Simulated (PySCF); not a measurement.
## Shapes and spin states of Sc₂Se

These are results of B3LYP in PySCF with Se def2-SVP, Sc def2-SVP; no relativity; density-fitted integrals, not measurements.

Relaxations began from a few typed shapes and spin states; open shells are unrestricted. The search is not exhaustive: other isomers or separated fragments can lie lower, and high-lying points may rest on an excited occupation.

```
                                                 spin  group                              bonds                               angles  imaginary modes (cm⁻¹)  ΔE (kJ/mol)  ΔE with ZPE (kJ/mol)
                                              triplet    C2v  Sc–Sc 2.937 Å, Se–Sc 2.502 Å (×2)  Sc–Sc–Se 54.1° (×2), Sc–Se–Sc 71.9°                    none          0.0                   0.0
                                              quintet    C2v                 Se–Sc 2.524 Å (×2)                      Sc–Se–Sc 101.3°                    none         56.8                  56.3
singlet (closed shell, unstable to spin polarisation)    C2v  Sc–Sc 3.433 Å, Se–Sc 2.445 Å (×2)  Sc–Sc–Se 45.4° (×2), Sc–Se–Sc 89.2°                    none         70.0                  69.6
singlet (closed shell, unstable to spin polarisation)    D∞h                 Se–Sc 2.412 Å (×2)                      Sc–Se–Sc 180.0°                42i, 42i        103.4                     –
```

The lowest minimum found is the triplet C2v: Sc–Sc 2.937 Å, Se–Sc 2.502 Å (×2); Sc–Sc–Se 54.1° (×2), Sc–Se–Sc 71.9°.

For the lowest minimum: open d and f shells are described by one determinant, and the ground state may have another occupation or spin.

The electron or spin density has lower symmetry than the nuclear frame for the quintet C2v at 56.8 kJ/mol.
